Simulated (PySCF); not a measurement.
Al(Cl)(F)(SMe) (CH3AlClFS), SMILES C[S][Al]([F])[Cl]. Heavy atoms are numbered as in [Al:1]([Cl:2])([F:3])[S:4][CH3:5]. Hydrogens are named by the atom that carries them.

Coordinates come from a PBE0-D3(BJ)/def2-SVP optimisation. The structure was generated by enumeration; whether it is a known compound was not checked. One conformer was computed; it need not be the lowest.

The numbers are results of HF/pcSseg-1 in PySCF, not measurements.

GIAO shieldings, no solvent; atoms alike by connectivity are averaged. δ = σ(ref) − σ: ³⁵Cl against HCl (σ = 958.2 ppm); ¹⁹F against CFCl3 (σ = 238.5 ppm); ³³S against H2S (σ = 725.2 ppm); ¹³C against TMS (σ = 192.6 ppm); ¹H against TMS (σ = 31.99 ppm), references at their B3LYP-D3(BJ)/def2-TZVP geometries, non-relativistic (without spin–orbit terms, shifts of atoms bonded to Cl or Br come out too high).

Estimate the chemical shifts. (Estimate from the structure and the level; the computed values follow.)


```json
[
 {"nucleus": "³⁵Cl", "atoms": "Cl2", "count": "1", "δ (ppm)": "-56.8"},
 {"nucleus": "¹⁹F", "atoms": "F3", "count": "1", "δ (ppm)": "-137.2"},
 {"nucleus": "³³S", "atoms": "S4", "count": "1", "δ (ppm)": "-49.6"},
 {"nucleus": "¹³C", "atoms": "C5 (CH3)", "count": "1", "δ (ppm)": "10.8"},
 {"nucleus": "¹H", "atoms": "H on C5", "count": "3", "δ (ppm)": "2.48"}
]
```
